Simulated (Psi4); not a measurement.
F2Zn, singlet, geometry from GFN2-xTB (such geometries of metal compounds can be far from the true shape).

Psi4 was given this input:
```
memory 2 GB

molecule {
0 1
  Zn    0.11178456    0.21961568    0.22606771
  F    -0.39394830    0.70092960   -1.31061117
  F     0.02133311   -1.43298187    0.55705213
}

set basis 3-21g

energy('pbe')
print_variables()
```

Problem. What does this run give for the total energy, number of basis functions?

Solution. 
```
Quantity                           Value
-------------------------  -------------
total energy               -1968.8832 Eh
number of basis functions             47
```
